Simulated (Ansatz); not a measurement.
`[F][SnH][O][SiH3]` radical. Total charge 0; spin multiplicity 2. Sn takes the def2 core potential.

```csv
atom,x (Å),y (Å),z (Å)
F1,-0.9792,-1.3139,2.0036
Sn2,-1.8434,-0.6212,0.4246
O3,-0.3259,-0.0104,-0.6386
Si4,1.0811,0.7958,-0.3918
H5,-2.4839,-2.0028,-0.4219
H6,1.3950,1.5837,-1.6120
H7,2.1895,-0.1585,-0.1286
H8,0.9667,1.7274,0.7648
```

Question: What are the harmonic wavenumbers in cm⁻¹ at PBE0-D4/def2-TZVP (Ansatz, finite differences of forces, unscaled)? (Best estimate.)

Answer: Ansatz gave: 42, 47, 89, 188, 451, 480, 498, 600, 717, 734, 952, 957, 974, 996, 1727, 2206, 2225, 2226.

Question: Is this a minimum?

Answer: Yes, all 18 modes are real.

Question: Give the ideal-gas thermochemistry at 298.15 K and 1 bar (rigid rotor, harmonic oscillator; point group C1, symmetry number 1).

Answer: Zero-point energy 96.4 kJ/mol; H(298) − E = 117.5 kJ/mol; entropy 377.3 J/(mol·K), of which translation 174.0, rotation 115.4, vibration 82.1, electronic 5.8; G(298) − E = 5.0 kJ/mol. Modes under 100 cm⁻¹ are hindered rotations or soft bends, so the harmonic entropy is rough.
